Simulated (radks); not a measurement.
Valence configurations of neutral lutetium (all share [Xe]). Calculated with a radial shooting solver on a logarithmic mesh with Libxc functionals: Dirac Kohn-Sham, PBE, spin-unpolarised, spherical densities, point nucleus; open shells are shared between the two j in proportion to 2j + 1. Energies are relative to 4f14 5d1 6s2; eigenvalues in eV.

valence               E (eV)  e(4f5/2)  e(4f7/2)  e(5d3/2)  e(5d5/2)  e(6p1/2)
4f14 5d1 6s2           0.000   -10.443    -8.921    -1.948    -1.631         -
4f14 5d1.5 6s1.5       1.479    -9.911    -8.389    -1.694    -1.398         -
4f13 5d2 6s2          10.807   -17.627   -16.026    -3.072    -2.635         -
4f14 5d1 6p2           6.983   -13.222   -11.699    -4.062    -3.676    -2.811
4f14 5d2 6s1           3.002    -9.505    -7.983    -1.523    -1.246         -
4f14 5d1 6s1 6p1       3.398   -11.876   -10.353    -3.051    -2.697    -2.245
4f13 5d1 6s2 6p1      12.870   -21.054   -19.451    -5.405    -4.884    -2.636
4f14 5d1 6s1.5 6p0.5   1.673   -11.173    -9.650    -2.513    -2.178    -1.928
4f14 5d0.5 6s2 6p0.5   0.319   -11.901   -10.378    -2.900    -2.539    -2.026
4f14 6s2 6p1           0.923   -13.540   -12.016         -         -    -2.482

NIST lists [Xe] 4f14 5d1 6s2 as the ground configuration; this level of theory agrees among the configurations tried. The energies are those of spherical spin-averaged densities, not of single terms.
